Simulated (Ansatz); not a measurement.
Reaction (ligand exchange at a Ge–N bond): `F[SiH](F)[NH][GeH3]` + `N[SiH2][SiH3]` → `[SiH3][SiH2][NH][GeH3]` + `N[SiH](F)F`

Calculated with Ansatz (gas phase, PBE0-D4/def2-TZVP geometries, no zero-point term in ΔE). CCSD(T)/CBS adds triple-zeta CCSD(T) − MP2 to the extrapolated MP2 energy (def2 sets, frozen cores). This one scheme is used for every species. DFT in def2-TZVPP. B3LYP here is the variant with VWN-RPA as its local correlation; programs differ in this. For Ge outer-core shells are correlated without core-valence functions, which leaves a few kJ/mol of doubt a bond. Scalar relativity is left out up to krypton. One conformer a species, not always the lowest.

```csv
level,ΔE (kJ/mol),difference from CCSD(T)/CBS
PBE-D4,0.0,0.2
r2SCAN-D4,0.5,0.7
PBE0-D4,0.0,0.2
B3LYP-D4,0.3,0.5
ωB97X-V,1.2,1.4
ωB97M-V,1.0,1.2
B2PLYP,0.1,0.3
PBE,0.4,0.6
r2SCAN,0.8,1.0
PBE0,0.3,0.5
B3LYP,0.8,1.0
HF/def2-TZVPP,1.5,1.7
MP2/def2-TZVPP,-1.1,-0.9
SCS-MP2/def2-TZVPP,-0.4,-0.2
CCSD/def2-TZVPP,0.2,0.4
CCSD(T)/def2-TZVPP,-0.3,-0.1
HF/def2-QZVPP,1.7,1.9
MP2/def2-QZVPP,-1.0,-0.8
SCS-MP2/def2-QZVPP,-0.3,-0.1
HF/CBS(def2),1.7,1.9
MP2/CBS(def2),-1.0,-0.8
CCSD/CBS(def2),0.3,0.5
CCSD(T)/CBS,-0.2,0
```

Largest T1 diagnostic among the species: 0.012.
